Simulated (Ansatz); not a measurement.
Ansatz results at the PBE0-D4/def2-TZVP geometry: size of the dipole moment (B3LYP/def2-TZVPP) 2.91 D; zero-point energy (PBE0-D4/def2-TZVP) 78.9 kJ/mol; size of the dipole moment (ωB97M-V/def2-TZVPP) 2.97 D.

Each molecule was computed in one conformer, which needn't be the lowest.

(1) Which molecule gave them?
A. `[SH][Ga][Br]`•
B. `C[SiH]I`•
C. `[F][Sb][SiH3]`•
D. `[F][In][O][SiH3]`•

Results:

(1) D. The others give `C[SiH]I`•: 1.78, 118.7, 1.88; `[F][Sb][SiH3]`•: 2.33, 68.1, 2.36; `[SH][Ga][Br]`•: 0.98, 25.6, 1.05.

B3LYP here is the variant with VWN-RPA as its local correlation; programs differ in this.
